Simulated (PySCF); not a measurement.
Computed shifts of a molecule C₃H₆BNO, PBE0/pcSseg-1 (PySCF), GIAO, gas phase, equivalent atoms averaged, in ppm (number of nuclei): ¹³C: 99.5 (1), 89.7 (1), 33.5 (1). ¹⁵N: 91.5 (1). ¹H: 3.64 (1), 3.19 (3), 2.96 (1), 2.70 (1). References: ¹³C against TMS (σ = 186.3 ppm); ¹¹B against BF3 (σ = 88.8 ppm); ¹⁷O against H2O (σ = 334.2 ppm); ¹⁵N against NH3 (σ = 267.4 ppm); ¹H against TMS (σ = 31.56 ppm), references at their B3LYP-D3(BJ)/def2-TZVP geometries, non-relativistic. Geometry optimised at PBE0-D3(BJ)/def2-SVP. One conformer was computed; it need not be the lowest.

### Question
Identify the compound among the candidates.
A. C#CCB(N)O
B. NB1C=COC1
C. C#CB(O)NC
D. NB1CC=CO1

### Answer
C, C#CB(O)NC
